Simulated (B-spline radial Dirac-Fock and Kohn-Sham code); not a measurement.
## Atomic SCF run for C

ΔSCF core binding energies without Breit or QED terms, calculated with an atomic code on a B-spline grid.

Input (task.json):

```json
{"items": [{"Z": 6, "q": 0, "cfg": [[1, 0, 2], [2, 0, 2], [2, 1, 2]], "A": 12, "rrms": 2.4702, "do": "settings", "holes": ["K", "L3", "M5"],
  "settings": [{"rel": "dirac", "method": "hf", "nuc": "fermi", "radius_factor": 1.0, "rmax": 45.0, "h": 0.3, "order": 7, "points": 10, "c_factor": 1.0, "maxit": 60, "damp": 0.5, "ndamp": 3, "tol": 1e-08}]}]}
```

Command: `python xray2_run.py task.json out`

Ground-state iterations:

```
iter   energy (Ha)        error
   1      -36.47814853  2.38e-01
   2      -37.54605145  7.30e-02
   3      -37.65532662  2.60e-02
   4      -37.67291734  9.06e-03
   5      -37.67580444  3.20e-03
   6      -37.67603572  3.59e-04
   7      -37.67604051  9.82e-05
   8      -37.67604074  9.88e-06
   9      -37.67604074  8.63e-07
  10      -37.67604074  3.46e-08
```

The ground state converged in 10 iterations, with total energy -37.67604 Ha, virial ratio 1.99913 and highest orbital energy -11.07 eV. ΔSCF binding energies: K (1s) 297.1 eV. Holes are computed only in closed shells, and unreliable hole states are left out.
